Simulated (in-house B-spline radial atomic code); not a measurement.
Multiplet parameters of the 4d4 shell in Cd8+ ([Kr] 4d4). Method: non-relativistic Hartree-Fock, average of configuration, point nucleus. Calculated with a B-spline radial code for spherical atoms.

Slater integrals: F^2 = 100400 cm⁻¹, F^4 = 67374 cm⁻¹. Central-field spin-orbit parameter ζ(4d) = 3295 cm⁻¹ (bare central field on non-relativistic orbitals, without two-electron terms: too large for light atoms, too small for heavy ones).

What are Racah's B and C?

B = F^2/49 - 5F^4/441 = 1285 cm⁻¹, C = 35F^4/441 = 5347 cm⁻¹, C/B = 4.16.

Where do the terms lie in LS coupling, without spin-orbit interaction?

In cm⁻¹ above the Hund's-rule term (some of the terms):
| term | expression | energy |
| --- | --- | --- |
| 5D | 0B + 0C | 0 |
| 3H | 4B + 4C | 26529 |
| 3G | 9B + 4C | 32954 |
| 3D | 16B + 4C | 41950 |
| 1I | 6B + 6C | 39793 |

How far can these numbers be trusted?

Unscaled Hartree-Fock integrals overestimate measured term splittings, because correlation screens the repulsion; fits to spectra scale them down, most for low charges. Here ζ is 2.56 times B, so spin-orbit coupling rivals the gaps between some terms: low levels can stay fairly pure, while close terms of equal J mix strongly.
